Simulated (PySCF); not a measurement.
Isomers of C3H11PSi2, from PBE0-D3(BJ)/def2-SVP geometry optimisation, gas phase (PySCF). One conformer each, no zero-point energy, no frequencies.

Task: Which is lowest in electronic energy at this level?
A. `[CH3:1][SiH2:2]/[CH:3]=[CH:4]\[SiH2:5][PH2:6]` with C1–Si2–C3–C4 -106°, C3–C4–Si5–P6 61°, C4–Si5–P6–H 165° and 71°: A = 2266, B = 1144, C = 863.5 MHz, dipole 1.01 D
B. `[CH3:1][Si@H:2]1[CH2:3][Si@@H:4]([PH2:5])[CH2:6]1` with C3–Si4–P5–H 180° and -85°, C1–Si2–C3–Si4 102°, Si2–C3–Si4–P5 -97°, C3–Si4–C6–Si2 -14°, C1–Si2–C6–Si4 -102°: A = 2662, B = 1278, C = 1107 MHz, dipole 0.45 D
C. `[CH3:1][SiH2:2]/[CH:3]=[CH:4]/[SiH2:5][PH2:6]` with C1–Si2–C3–C4 121°, C3–C4–Si5–P6 9°, C4–Si5–P6–H 177° and 83°: A = 3426, B = 664.7, C = 589.1 MHz, dipole 1.10 D
D. `[CH2:1]=[C:2]([CH3:3])[SiH2:4][PH:5][SiH3:6]` with C1–C2–Si4–P5 118°, C2–Si4–P5–Si6 -58°: A = 2263, B = 1219, C = 1041 MHz, dipole 0.98 D
E. `[PH2:1][SiH2:2][SiH2:3][CH:4]1[CH2:5][CH2:6]1` with H–P1–Si2–Si3 67° and 161°, P1–Si2–Si3–C4 164°, Si2–Si3–C4–C5 29°: A = 4374, B = 764.8, C = 707.0 MHz, dipole 1.45 D
F. `[CH3:1][C@@H:2]1[SiH2:3][CH2:4][Si@H:5]1[PH2:6]` with C4–Si5–P6–H -178° and -84°, C1–C2–Si3–C4 -144°, C2–Si3–C4–Si5 18°, Si3–C4–Si5–P6 -136°, C1–C2–Si5–C4 145°: A = 2731, B = 1207, C = 922.0 MHz, dipole 0.42 D

Result: B. That is `C[Si@H]1C[Si@H](C1)P`, 12.0 kcal/mol below the next.

```csv
SMILES,mapped SMILES,E (Eh),relative (kcal/mol),relative (kJ/mol),dipole (D)
C[Si@H]1C[Si@@H](P)C1,[CH3:1][Si@H:2]1[CH2:3][Si@@H:4]([PH2:5])[CH2:6]1,-1040.42478,0.0,0.0,0.45
C[C@@H]1[SiH2]C[Si@H]1P,[CH3:1][C@@H:2]1[SiH2:3][CH2:4][Si@H:5]1[PH2:6],-1040.40574,12.0,50.0,0.42
C=C(C)[SiH2]P[SiH3],[CH2:1]=[C:2]([CH3:3])[SiH2:4][PH:5][SiH3:6],-1040.38209,26.8,112.1,0.98
C[SiH2]/C=C/[SiH2]P,[CH3:1][SiH2:2]/[CH:3]=[CH:4]/[SiH2:5][PH2:6],-1040.37668,30.2,126.3,1.10
C[SiH2]/C=C\[SiH2]P,[CH3:1][SiH2:2]/[CH:3]=[CH:4]\[SiH2:5][PH2:6],-1040.37563,30.8,129.1,1.01
P[SiH2][SiH2]C1CC1,[PH2:1][SiH2:2][SiH2:3][CH:4]1[CH2:5][CH2:6]1,-1040.36892,35.1,146.7,1.45
```

As drawn, the lowest has a four-membered ring, which the highest lacks; the highest has a three-membered ring and an Si–Si bond, which the lowest lacks.
